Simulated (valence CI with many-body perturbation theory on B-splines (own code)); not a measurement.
Values are calculated unless marked as measured or tabulated.
**Level structure of Os⁶²⁺**

Level of theory: relativistic CI+MBPT: four valence electrons over a frozen Dirac-Fock core [Ne], radial functions for each j: 11 s, 11 p, 10 d, 8 f, 5 g, 2 h, with the one-electron correlation potential Σ1, the two-electron term Σ2, the three-electron term Σ3, Breit, model QED; selected CI, second order for the rest, scaled by the run's own slope (own B-spline code, finite nucleus).

The last digits are not significant, and no measured levels were compared; by estimate large intervals hold to a few tenths of a per cent, small ones and those within an open d or f shell to about a per cent. Among the levels kept, up to 600 cm⁻¹ of a level comes from second order outside the variational space, and about a tenth of that is noise between levels of different J, which matters for small intervals.

Levels 91 to 135 of 169, with energies above the lowest level, (3s^2 3p1/2^2) J=0. "Leading %" is the weight of the configuration and term that name the level; weights of strongly mixed levels are sums over their largest components and can fall short. In the jj column 3d3/2^4 stands for four electrons in 3d with j = 3/2.

```csv
No.,Configuration,Term,J,E (× 10³ cm⁻¹),Leading %,Leading jj,Second component
91,3s.3p.3d2,3G°,3,12480,43,3s 3p1/2 3d3/2 3d5/2 (96 %),15 % 3s.3p.3d2 3F°
92,3s.3p.3d2,3G°,5,12488,35,3s 3p1/2 3d3/2 3d5/2 (97 %),28 % 3s.3p.3d2 3H°
93,3s.3p.3d2,3H°,4,12509,48,3s 3p1/2 3d3/2 3d5/2 (96 %),19 % 3s.3p.3d2 3G°
94,3s.3p.3d2,1D°,2,12538,24,3s 3p1/2 3d3/2 3d5/2 (93 %),12 % 3s.3p.3d2 3F°
95,3s.3p.3d2,3D°,1,12594,52,3s 3p1/2 3d3/2 3d5/2 (90 %),9 % 3s.3p.3d2 3P°
96,3s.3p.3d2,3P°,0,12618,47,3s 3p1/2 3d3/2 3d5/2 (91 %),26 % 3s.3p.3d2 1S°
97,3s.3p.3d2,5D°,3,12652,28,3s 3p1/2 3d3/2 3d5/2 (89 %),12 % 3s.3p.3d2 5F°
98,3s.3p.3d2,5D°,2,12689,23,3s 3p1/2 3d3/2 3d5/2 (97 %),13 % 3s.3p.3d2 3P°
99,3s.3p.3d2,3F°,4,12706,41,3s 3p1/2 3d3/2 3d5/2 (88 %),24 % 3s.3p.3d2 5D°
100,3s.3p.3d2,3F°,2,12793,23,3s 3p1/2 3d3/2 3d5/2 (88 %),19 % 3s.3p.3d2 3D°
101,3s.3p.3d2,3G°,3,12807,34,3s 3p1/2 3d3/2 3d5/2 (94 %),18 % 3s.3p.3d2 1F°
102,3p4,1D,2,12859,40,3p1/2 3p3/2^3 (59 %),18 % 3p4 3P
103,3s.3p.3d2,3D°,1,12867,30,3s 3p1/2 3d3/2 3d5/2 (83 %),13 % 3s.3p.3d2 1P°
104,3p4,3P,1,12905,81,3p1/2 3p3/2^3 (81 %),7 % 3s.3p2.3d 1P
105,3s.3p2.3d,5P,1,13062,35,3s 3p3/2^2 3d3/2 (93 %),19 % 3s.3p2.3d 3P
106,3s.3p2.3d,3F,3,13072,24,3s 3p3/2^2 3d3/2 (94 %),24 % 3s.3p2.3d 5D
107,3s.3p2.3d,5D,2,13075,19,3s 3p3/2^2 3d3/2 (76 %),18 % 3s.3p2.3d 5P
108,3s.3p2.3d,3F,4,13136,44,3s 3p3/2^2 3d3/2 (96 %),21 % 3s.3p2.3d 5F
109,3s.3p.3d2,3F°,4,13152,29,3s 3p1/2 3d5/2^2 (95 %),27 % 3s.3p.3d2 5D°
110,3p2.3d2,3F,2,13187,40,3p1/2^2 3d3/2^2 (98 %),23 % 3p2.3d2 5G
111,3s.3p.3d2,3D°,2,13257,25,3s 3p1/2 3d5/2^2 (98 %),19 % 3s.3p.3d2 3P°
112,3s.3p.3d2,3G°,5,13271,33,3s 3p1/2 3d5/2^2 (96 %),24 % 3s.3p.3d2 5G°
113,3s.3p2.3d,3D,1,13342,55,3s 3p3/2^2 3d3/2 (94 %),12 % 3s.3p2.3d 5F
114,3s.3p.3d2,3F°,3,13380,27,3s 3p1/2 3d5/2^2 (98 %),17 % 3s.3p.3d2 5D°
115,3p2.3d2,3P,0,13388,48,3p1/2^2 3d3/2^2 (80 %),22 % 3p2.3d2 5D
116,3s.3p.3d2,3G°,4,13400,29,3s 3p1/2 3d5/2^2 (95 %),16 % 3s.3p.3d2 1G°
117,3s.3p2.3d,3P,0,13432,68,3s 3p3/2^2 3d3/2 (70 %),9 % 3s.3p2.3d 5D
118,3s.3p.3d2,3D°,3,13434,34,3s 3p1/2 3d5/2^2 (90 %),16 % 3s.3p.3d2 3F°
119,3s.3p2.3d,3D,2,13448,50,3s 3p3/2^2 3d3/2 (93 %),16 % 3s.3p2.3d 1D
120,3s.3p2.3d,3F,3,13462,34,3s 3p3/2^2 3d3/2 (96 %),27 % 3s.3p2.3d 1F
121,3s.3p.3d2,3D°,2,13464,26,3s 3p1/2 3d5/2^2 (93 %),22 % 3s.3p.3d2 3F°
122,3s.3p.3d2,3P°,1,13483,33,3s 3p1/2 3d5/2^2 (93 %),19 % 3s.3p.3d2 3D°
123,3s.3p.3d2,3P°,0,13500,77,3s 3p1/2 3d5/2^2 (97 %),16 % 3s.3p.3d2 5D°
124,3s.3p2.3d,3D,1,13519,54,3s 3p3/2^2 3d3/2 (90 %),17 % 3s.3p2.3d 3P
125,3s.3p2.3d,3F,2,13558,28,3s 3p3/2^2 3d3/2 (84 %),24 % 3s.3p2.3d 3D
126,3s.3p2.3d,5F,5,13617,60,3s 3p3/2^2 3d5/2 (99 %),40 % 3s.3p2.3d 3G
127,3s.3p.3d2,3P°,1,13649,49,3s 3p1/2 3d5/2^2 (94 %),18 % 3s.3p.3d2 1P°
128,3s.3p2.3d,3F,4,13654,53,3s 3p3/2^2 3d5/2 (97 %),33 % 3s.3p2.3d 5D
129,3s.3p2.3d,3P,0,13855,60,3s 3p3/2^2 3d5/2 (85 %),34 % 3s.3p2.3d 1S
130,3s.3p2.3d,3P,1,13901,40,3s 3p3/2^2 3d5/2 (95 %),23 % 3s.3p2.3d 1P
131,3s.3p2.3d,3D,3,13904,44,3s 3p3/2^2 3d5/2 (96 %),23 % 3s.3p2.3d 1F
132,3p2.3d2,3F,3,14008,31,3p1/2^2 3d3/2 3d5/2 (96 %),22 % 3p2.3d2 5G
133,3s.3p2.3d,3D,3,14048,73,3s 3p3/2^2 3d5/2 (96 %),6 % 3s.3p2.3d 3F
134,3s.3p2.3d,3F,4,14069,59,3s 3p3/2^2 3d5/2 (96 %),17 % 3s.3p2.3d 1G
135,3s.3p2.3d,3D,2,14072,31,3s 3p3/2^2 3d5/2 (93 %),27 % 3s.3p2.3d 3P
```
